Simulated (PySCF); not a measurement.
CH5NZn.

```xyz
8

Zn    -0.0104    -0.0250     0.0127
C     -0.3720     1.4649    -1.1668
H     -1.2431     2.0543    -0.8134
H     -0.6003     1.1158    -2.1950
H      0.4979     2.1510    -1.2284
N      0.4946    -1.3719     1.1559
H      0.4889    -2.3152     0.7456
H     -0.0623    -1.4418     2.0180
```

Geometry optimised at PBE-D3(BJ)/def2-SVP. One conformer was computed; it need not be the lowest.

These are KT2/pcSseg-1 run with PySCF values and carry that method's errors. Non-relativistic, no solvent.

Question: Give the absolute GIAO shielding of each atom: isotropic value and principal components (ppm). (Estimate from the structure and the level; the computed values follow.)

Answer: 
| atom | σ(iso) | σ11 | σ22 | σ33 | span |
|---|---|---|---|---|---|
| Zn1 | 1479.0 | 984.6 | 1009.1 | 2443.2 | 1458.6 |
| C2 | 197.5 | 195.1 | 197.5 | 199.8 | 4.7 |
| H3 | 31.3 | 26.0 | 28.1 | 39.7 | 13.6 |
| H4 | 31.3 | 26.1 | 28.1 | 39.7 | 13.6 |
| H5 | 31.1 | 25.6 | 28.0 | 39.7 | 14.2 |
| N6 | 263.2 | 231.9 | 260.7 | 296.9 | 65.1 |
| H7 | 31.6 | 24.2 | 26.5 | 44.0 | 19.8 |
| H8 | 31.6 | 24.2 | 26.5 | 44.0 | 19.8 |
